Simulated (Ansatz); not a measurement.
## Reading a saddle point

A first-order saddle point of AlNH4Cl2, singlet, PBE0-D4/def2-TZVP, with one imaginary mode of 1236i cm⁻¹:

```xyz
8
angstrom
Al -0.6633 -0.1460 0.4768
H -0.1527 1.5591 0.3926
Cl -2.5276 -0.3172 -0.4555
Cl -0.3430 -0.8292 2.4274
H 0.4836 1.0358 -0.1826
N 0.8091 -0.2587 -0.6591
H 0.7012 -0.4057 -1.6540
H 1.6928 -0.6379 -0.3456
```

Ansatz 0.2.0; basis: def2-TZVPP and def2-QZVPP; cores frozen in the correlated methods. Extrapolation: Hartree–Fock as exp(−7.88 √X), correlation as X^−2.97.

Which contacts change along the imaginary mode, and what lies on either side? (Judge from chemistry; the calculation decides.)

By the calculation: The step is AlHCl₂ ([Cl][AlH][Cl]) + NH₃ → AlNH₂Cl₂ ([NH2][Al]([Cl])[Cl]) + H₂, with the molecules in contact on both sides. Shortening one way: Al1–N6, H2–H5; lengthening the same way: Al1–H2, H5–N6.
```csv
pair,one side (Å),saddle (Å),other side (Å)
Al1–N6,2.03,1.86,1.75
H2–H5,2.89,1.00,0.75
Al1–H2,1.58,1.78,2.46
H5–N6,1.02,1.42,2.85
```

Which side is lower, and how far does the saddle lie above each? (To be estimated.)

By the calculation: The side with Al1–H2, H5–N6 short is lower by 0.697 eV; the saddle lies 1.603 eV above it and 0.906 eV above the other (CCSD(T) at an estimated basis limit (MP2 extrapolated from triple and quadruple zeta, plus CCSD(T) − MP2 in triple zeta); electronic energies).

No T1 diagnostic of these runs exceeds 0.010. The start structure is not quite a true minimum (one mode of 75i cm⁻¹).

The step is the kind of exchange with an N–H group that builds nitride films in atomic layer and chemical vapour deposition.

Labels in which every atom is bracketed show which atoms are joined, not bond orders.

For scale, one of the runs: CCSD(T)/def2-TZVPP, 213 basis functions, launched by `ansatz run in.yaml --threads 4 --pin off --events-out ev --progress --plain --max-ram 9574MiB`. Time: 51 s of wall clock on 4 CPU threads of an Arm Neoverse V1; the host was shared. Peak host memory: 2.7 GiB.
